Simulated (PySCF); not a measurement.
BiF2, SMILES [F][Bi][F], multiplicity 2. Geometry optimised at B3LYP-D3(BJ)/def2-TZVP. The multiplicity is an assumed one; other spin states were not compared. The isomer is the one that the SMILES or the coordinates give; other isomers of the formula were not compared. The def2 effective core potentials stand for the cores of Bi; spin–orbit coupling is left out.

Calculation: PySCF with B3LYP-D3(BJ)/def2-TZVP.

Harmonic wavenumbers (cm⁻¹): 166, 547, 566. Rotational constants (GHz): 8.611, 5.860, 3.487; symmetry number 2.

Question: Work out the zero-point energy and the ideal-gas rigid-rotor harmonic-oscillator thermochemistry at 298.15 K and 1 atm.

Answer: ZPE = ½ Σ hcν = ½ × 1279 cm⁻¹ = 7.65 kJ/mol. H − E(el) = 20.16 kJ/mol. Entropy in J/(mol K): translation 177.46, rotation 98.91, vibration 14.82, spin 5.76, total 296.94. G − E(el) = -68.37 kJ/mol. Cp = 50.56 J/(mol K).
